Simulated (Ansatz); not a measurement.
Consider the cleavage of the P–Si bond: `P[SiH]1CS1` + `CNC` → `CN(C)P` + `C1[SiH2]S1`.

Calculated with Ansatz (gas phase, PBE0-D4/def2-TZVP geometries, no zero-point term in ΔE). CCSD(T)/CBS adds triple-zeta CCSD(T) − MP2 to the extrapolated MP2 energy (def2 sets, frozen cores). Functionals use def2-TZVPP. B3LYP here is the variant with VWN-RPA as its local correlation; programs differ in this. HSE06 is defined as in plane-wave codes. One conformer a species, not always the lowest.

Q: Is it downhill or uphill in electronic energy at CCSD(T)/CBS, and by how much? (Best estimate.)

A: Ansatz gave: Uphill: ΔE = +42.3 kJ/mol.

Q: What do these levels give: B3LYP-D4, BHLYP-D4, PBE-QIDH, BLYP, HSE06, CAM-B3LYP, LC-ωPBE, MP2/def2-SVP, HF/def2-TZVPP, SCS-MP2/def2-TZVPP, CCSD(T)/def2-TZVPP, CCSD/CBS(def2)? (Estimate.)

A: Ansatz gave: B3LYP-D4 40.9, BHLYP-D4 38.1, PBE-QIDH 45.5, BLYP 44.7, HSE06 51.6, CAM-B3LYP 36.0, LC-ωPBE 43.8, MP2/def2-SVP 41.9, HF/def2-TZVPP 32.2, SCS-MP2/def2-TZVPP 35.4, CCSD(T)/def2-TZVPP 41.3, CCSD/CBS(def2) 40.8 kJ/mol.

Largest T1 diagnostic among the species: 0.013.

In def2-TZVPP, CCSD(T) changes the Hartree–Fock value by +9.1 kJ/mol (the triples alone add +1.5 kJ/mol) and MP2 by +7.5 kJ/mol. From BLYP to BHLYP (50 % exact exchange), in def2-TZVPP and without D4, ΔE moves by −7.1 kJ/mol. Leaving LDA and LC-ωPBE aside and taking each functional with its dispersion term where it has one, the values, not all of them listed here, spread over 17.0 kJ/mol, from CAM-B3LYP-D4 to PBE-D4. LDA lies −9.0 kJ/mol from PBE without D4.
